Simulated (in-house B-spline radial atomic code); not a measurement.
# Binding energies in Pt⁶⁺

NIST's tabulated ground configuration is [Xe] 4f14 5d4; each binding energy is the energy of the ion with one electron taken from that subshell, relaxed, less that of the parent. Computed with a radial B-spline atomic code at the basis-set limit: Dirac-Hartree-Fock, average of configuration, Fermi nucleus of rms radius 5.427 fm. Energies include first-order Breit, QED and recoil terms.

```
subshell  X-ray name  binding energy (eV)  -ε (eV)  relaxation (eV)
      1s           K              78491.6  78997.3             88.8
      2s          L1              13989.1  14094.0             52.1
   2p1/2          L2                13375  13483.7             56.9
   2p3/2          L3              11665.6  11751.7             53.3
      3s          M1               3405.3   3444.2             28.2
   3p1/2          M2               3132.5   3171.9             29.4
   3p3/2          M3               2752.4   2785.7             27.4
      4s          N1                831.7    844.6             10.4
   4p1/2          N2                715.6    728.0             10.4
   4p3/2          N3                624.7    635.0              9.2
      5s          O1                202.6    204.7              1.7
   4f5/2          N6                172.6    180.6              8.2
   4f7/2          N7                169.3    176.9              8.0
   5p1/2          O2                161.7    163.5              1.5
   5p3/2          O3                145.5    146.9              1.2
      5d        O4,5                90.16    90.86             0.69
```

Relaxation = -ε minus the binding energy without Breit, QED and recoil terms.

Emission lines follow as differences of binding energies, with λ = 12398.42 eV·Å / E:

| line | holes | energy (eV) | wavelength (Å) |
| --- | --- | --- | --- |
| K-L3 | 1s → 2p3/2 | 66826.0 | 0.18553 |
| K-L2 | 1s → 2p1/2 | 65116.6 | 0.1904 |
| K-M3 | 1s → 3p3/2 | 75739.2 | 0.1637 |
| L1-M3 | 2s → 3p3/2 | 11236.7 | 1.1034 |
| L3-M1 | 2p3/2 → 3s | 8260.3 | 1.501 |

Problem. What screening constant σ does Moseley's law, E = (3/4)·13.6057 eV·(Z - σ)², need for K-L3?

Solution. σ = -2.92.

Moseley's non-relativistic formula needs a falling, then negative, screening constant for heavy elements, because relativity binds the 1s electron more strongly than the formula allows.

Problem. What does it cost to remove both a 3p1/2 and a 4f7/2 electron?

Solution. 3339.3 eV, which is 37.52 eV more than the two single binding energies together.

Problem. What does it cost to remove both a 2p1/2 and a 4p3/2 electron?

Solution. 14044 eV, which is 44.45 eV more than the two single binding energies together.

Problem. What does it cost to remove both a 2p1/2 and a 4f5/2 electron?

Solution. 13583 eV, which is 35.75 eV more than the two single binding energies together.
